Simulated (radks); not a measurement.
Problem. The table gives one normalised radial function P(r) = r R(r) of Nb+ in [Kr] 4d4 (r in bohr). All-electron calculation, scalar-relativistic Kohn-Sham, r2SCAN, spin-polarised, spherical densities, finite nucleus; open shells are filled with parallel spins first (spin-orbit coupling, left out, can overturn this in heavy ions); meta-GGA in the generalised Kohn-Sham scheme; Fermi nuclear charge, rms radius 4.324 fm. Program: a radial shooting solver on a logarithmic mesh with Libxc functionals.

| r | P |
|---|---|
| 0.005564 | 0.0093 |
| 0.006374 | 0.0118 |
| 0.007361 | 0.0152 |
| 0.008434 | 0.0193 |
| 0.009662 | 0.0245 |
| 0.01107 | 0.0309 |
| 0.01278 | 0.0394 |
| 0.01465 | 0.0493 |
| 0.01678 | 0.0614 |
| 0.01923 | 0.0760 |
| 0.02203 | 0.0934 |
| 0.02544 | 0.1151 |
| 0.02914 | 0.1388 |
| 0.03339 | 0.1654 |
| 0.03825 | 0.1945 |
| 0.04383 | 0.2251 |
| 0.05062 | 0.2573 |
| 0.05799 | 0.2851 |
| 0.06644 | 0.3070 |
| 0.07612 | 0.3190 |
| 0.0872 | 0.3165 |
| 0.1007 | 0.2928 |
| 0.1154 | 0.2459 |
| 0.1322 | 0.1727 |
| 0.1514 | 0.0735 |
| 0.1735 | -0.0471 |
| 0.2004 | -0.1880 |
| 0.2296 | -0.3180 |
| 0.263 | -0.4260 |
| 0.3013 | -0.4916 |
| 0.3452 | -0.4965 |
| 0.3987 | -0.4223 |
| 0.4568 | -0.2759 |
| 0.5233 | -0.0667 |
| 0.5996 | 0.1828 |
| 0.6869 | 0.4437 |
| 0.7933 | 0.6939 |
| 0.9089 | 0.8712 |
| 1.041 | 0.9699 |
| 1.193 | 0.9800 |
| 1.378 | 0.9032 |
| 1.579 | 0.7716 |
| 1.808 | 0.6109 |
| 2.072 | 0.4475 |
| 2.374 | 0.3020 |
| 2.741 | 0.1805 |
| 3.141 | 0.1002 |
| 3.598 | 0.0497 |
| 4.123 | 0.0217 |
| 4.723 | 0.0082 |
| 5.455 | 0.0025 |
| 6.249 | 0.0007 |
| 7.16 | 0.0001 |

Which n and l does it have? It may be an empty orbital.

Solution. n = 4, l = 1: the number of nodes gives n - l - 1 = 2, the rise at small r (about r^(l+1), flatter next to the nucleus through relativity) gives l, and the extent must fit the shell. The curve is that of 4p up; the table hardly tells the two spins apart. 4p up: eigenvalue -42.816 eV, 2 radial nodes at r = 0.165, 0.544 bohr, <r> = 1.32 bohr, 90 % of the charge inside 1.96 bohr.
